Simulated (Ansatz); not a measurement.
Reactions of C2H7ISi, SMILES `[SiH3]CCI`.

Calculated with Ansatz (gas phase, PBE0-D4/def2-TZVP geometries, no zero-point term in ΔE). CCSD(T)/CBS is the MP2 limit (def2-TZVPP, def2-QZVPP) plus CCSD(T) − MP2 in def2-TZVPP, frozen cores. This one scheme is used for every species, atoms too. For atomizations the MP2-based limit and the directly extrapolated one differ by several kJ/mol either way, and by 10 to 25 for some Ge, Se and Sn compounds, so smaller differences from it don't rank the levels. Open shells (•) are unrestricted, without spin–orbit coupling. Spin–orbit coupling would lower the free atoms: a little for C, Si; strongly for I. Elements past krypton have def2 core potentials. For I outer-core shells are correlated without core-valence functions, so the limit isn't a true one: a few kJ/mol of doubt a bond, and 10 to 20 or more in all where bonds break to atoms. Each species was taken in one conformer, which may not be the lowest.

```
                                                                 reaction  MP2/CBS(def2) (kcal/mol)
                                     `[SiH3]CCI` → 2 C• + 7 H• + I• + Si•                     885.0
             `[SiH3]CCI` + `Cl[SiH]1C=C1` → `[SiH3][Si]1(Cl)C=C1` + `CCI`                      -3.0
`[SiH3]CCI` + `CB(O)[SiH2][AlH2]` → `CB(O)[SiH2][SiH3]` + `[AlH2][CH2]CI`                       0.8
                                 `[SiH3]CCI` + CH₃OH → `COCI` + `C[SiH3]`                       5.7
              `[SiH3]CCI` + `CC(O)N[SiH3]` → `OC([SiH3])N[SiH3]` + `CCCI`                       7.8
```

Q: Give the CCSD(T)/CBS values in the same order. (Estimate.)

A: Computed: 880.3, -3.9, 1.2, 4.8, 7.6 kcal/mol.

Largest T1 diagnostic: 0.014, for `CB(O)[SiH2][AlH2]`.
